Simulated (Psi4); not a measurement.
C3H8N, doublet, at a GFN2-xTB geometry; SVWN/def2-SV(P) (Psi4 1.11).

The Psi4 input:
```
memory 2 GB

molecule {
0 2
N     0.00107674    0.05252662    0.22290961
C    -0.00119711    1.43247889    0.07940335
C     1.20870810   -0.64841920   -0.12711140
C    -1.20848741   -0.65112173   -0.11479853
H     0.91995774    1.93255837    0.31358775
H    -0.92103430    1.93050006    0.32296552
H     1.30930264   -0.79359459   -1.21222697
H     1.20646811   -1.62978335    0.35106755
H     2.06996861   -0.08568093    0.22685824
H    -1.31980642   -0.79653405   -1.19883464
H    -2.06735332   -0.09030664    0.24793320
H    -1.19918176   -1.63247297    0.36332161
symmetry c1
}

set {
  basis def2-sv(p)
  reference uks
}

energy('svwn')
print_variables()
```

What does Psi4 print? Leave out banner, timings and long lists.


```
   => Loading Basis Set <=

    Name: DEF2-SV(P)
    Role: ORBITAL
    Keyword: BASIS

         ---------------------------------------------------------
                                   SCF
               by Justin Turney, Rob Parrish, Andy Simmonett
                          and Daniel G. A. Smith
                              UKS Reference
         ---------------------------------------------------------

  ==> Geometry <==

    Molecular point group: c1
    Full point group: C1

    Geometry (in Angstrom), charge = 0, multiplicity = 2:

       Center              X                  Y                   Z               Mass
    ------------   -----------------  -----------------  -----------------  -----------------
         N            0.001048000232     0.032611980906     0.212896243858    14.003074004430
         C           -0.001225849768     1.412564250906     0.069389983858    12.000000000000
         C            1.208679360232    -0.668333839094    -0.137124766142    12.000000000000
         C           -1.208516149768    -0.671036369094    -0.124811896142    12.000000000000
         H            0.919929000232     1.912643730906     0.303574383858     1.007825032230
         H           -0.921063039768     1.910585420906     0.312952153858     1.007825032230
         H            1.309273900232    -0.813509229094    -1.222240336142     1.007825032230
         H            1.206439370232    -1.649697989094     0.341054183858     1.007825032230
         H            2.069939870232    -0.105595569094     0.216844873858     1.007825032230
         H           -1.319835159768    -0.816448689094    -1.208848006142     1.007825032230
         H           -2.067382059768    -0.110221279094     0.237919833858     1.007825032230
         H           -1.199210499768    -1.652387609094     0.353308243858     1.007825032230

  Running in c1 symmetry.

  Rotational constants: A =      0.31471  B =      0.30225  C =      0.16629 [cm^-1]
  Rotational constants: A =   9434.67562  B =   9061.19366  C =   4985.25084 [MHz]
  Nuclear repulsion =  131.017615408506401

  Charge       = 0
  Multiplicity = 2
  Electrons    = 33
  Nalpha       = 17
  Nbeta        = 16

  ==> Algorithm <==

  SCF Algorithm Type is DF.
  DIIS enabled.
  MOM disabled.
  Fractional occupation disabled.
  Guess Type is SAD.
  Energy threshold   = 1.00e-06
  Density threshold  = 1.00e-06
  Integral threshold = 1.00e-12

  ==> Primary Basis <==

  Basis Set: DEF2-SV(P)
[...]
      Ntotal   =   32.9999920504 ; deviation = -7.950e-06

   @Spin Contamination Metric:   1.271149300E-03
   @S^2 Expected:                7.500000000E-01
   @S^2 Observed:                7.512711493E-01
   @S   Expected:                5.000000000E-01
   @S   Observed:                5.000000000E-01

    Orbital Energies [Eh]
    ---------------------

    Alpha Occupied:

[...]
    Alpha Virtual:

[...]
      72A      2.942519

    Beta Occupied:

[...]
      16A     -0.245116

    Beta Virtual:

[...]
    Final Occupation by Irrep:
              A
    DOCC [    16 ]
    SOCC [     1 ]
    NA   [    17 ]
    NB   [    16 ]

  @DF-UKS Final Energy:  -172.71908921475094

   => Energetics <=

    Nuclear Repulsion Energy =            131.0176154085064013
    One-Electron Energy =                -491.8860415606934566
    Two-Electron Energy =                 213.2905125805991133
    DFT Exchange-Correlation Energy =     -25.1411756431630025
    Empirical Dispersion Energy =           0.0000000000000000
    VV10 Nonlocal Energy =                  0.0000000000000000
    Total Energy =                       -172.7190892147509373

  UHF NO Occupations:
  HONO-2 :   15  A 1.9998671
  HONO-1 :   16  A 1.9997082
  HONO-0 :   17  A 1.0000000
  LUNO+0 :   18  A 0.0002918
  LUNO+1 :   19  A 0.0001329
  LUNO+2 :   20  A 0.0001072
  LUNO+3 :   21  A 0.0000475

Computation Completed

Properties will be evaluated at   0.000000,   0.000000,   0.000000 [a0]

Properties computed using the SCF density matrix

 Multipole Moments:

 ------------------------------------------------------------------------------------
     Multipole            Electronic (a.u.)      Nuclear  (a.u.)        Total (a.u.)
 ------------------------------------------------------------------------------------

 L = 1.  Multiply by 2.5417464519 to convert [e a0] to [Debye]
 Dipole X            :          0.0027483           -0.0017923            0.0009560
 Dipole Y            :          0.7270708           -1.2418961           -0.5148252
 Dipole Z            :          0.6991186           -0.6244431            0.0746755
 Magnitude           :                                                    0.5202138

 ------------------------------------------------------------------------------------

  Variable Map:
  ----------------------------------------------------------------------------
[...]
  Array Variable Map:
  ----------------------------------------------------------------------------
[...]
[...]
```
